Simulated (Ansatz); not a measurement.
disulfane (SMILES SS) moved off its minimum; all values from Ansatz (an electronic-structure program), cores frozen in correlated methods.
(charge 0, multiplicity 1)
```xyz
4

S     -1.14333    -0.12133     0.33805
S      0.80520     0.19240    -0.46539
H     -1.60749    -0.88565    -0.34887
H      1.60101    -0.97144     0.08603
```

Forces at r2SCAN/def2-TZVPP (eV/Å):

```json
[
 {"atom": "S1", "Fx": "5.103", "Fy": "7.168", "Fz": "6.410"},
 {"atom": "S2", "Fx": "0.231", "Fy": "-2.262", "Fz": "1.009"},
 {"atom": "H3", "Fx": "-3.739", "Fy": "-6.906", "Fz": "-6.601"},
 {"atom": "H4", "Fx": "-1.595", "Fy": "1.999", "Fz": "-0.818"}
]
```

Give the forces (eV/Å), the total energy and the dipole at CCSD(T)/aug-cc-pV(T+d)Z.


```json
[
 {"atom": "S1", "Fx": "4.850", "Fy": "7.061", "Fz": "6.456"},
 {"atom": "S2", "Fx": "0.522", "Fy": "-2.272", "Fz": "0.932"},
 {"atom": "H3", "Fx": "-3.692", "Fy": "-6.851", "Fz": "-6.545"},
 {"atom": "H4", "Fx": "-1.680", "Fy": "2.063", "Fz": "-0.843"}
]
```
Energy -796.6407 hartree, dipole 1.16 D.
